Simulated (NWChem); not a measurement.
C2H9NSi; SMILES C[SiH2]CN

```xyz
13

C      0.9825     1.5882     0.1329
Si    -0.6352     0.6705    -0.1603
C     -0.4938    -1.1423     0.3768
N      0.6392    -1.7798    -0.2759
H      1.2644     1.5718     1.1976
H      0.8984     2.6411    -0.1774
H      1.7997     1.1345    -0.4499
H     -1.7349     1.3195     0.6264
H     -0.9957     0.7394    -1.6104
H     -0.5050    -1.2045     1.4878
H     -1.4251    -1.6337     0.0444
H      1.5155    -1.3954     0.0710
H      0.6682    -2.7772    -0.0728
```
Atoms are numbered in this order, from 1.

Results from NWChem. Medium grid unless said otherwise, to which SCAN and Minnesota functionals are sensitive. Coordinates come from a PBE0/def2-SVP optimisation. Hybrids' shares of exact exchange are those that their runs print; pure functionals count as 0. The functionals differ in more than this share.

```
row                                    share of exact exchange  highest occupied level (eV)
-------------------------------------  -----------------------  ---------------------------
PBE/def2-TZVP                                             0.00                        -5.38
LDA (Slater exchange, VWN5)/def2-TZVP                     0.00                        -5.48
TPSSh/def2-TZVP                                           0.10                        -6.06
B3LYP/def2-TZVP                                           0.20                     withheld
PBE0/def2-TZVP                                            0.25                        -6.84
M06-2X/def2-TZVP                                          0.54                        -8.26
```

Fit a straight line of the last column on the one before it, predict the withheld value, and compare with the run.


1. Means of the 5 shown rows: x = 0.178, y = -6.404. Slope Σ(x − x̄)(y − ȳ)/Σ(x − x̄)² = -1.077/0.2057 = -5.236; intercept -5.472.
2. The shown rows scatter about the line by 0.060 (root mean square); the largest residual is +0.09, at PBE/def2-TZVP.
3. At x = 0.20 (B3LYP/def2-TZVP; inside the shown range) the line gives -6.52.
4. The run gives -6.62, -0.10 from the line, 1.7 times the scatter.
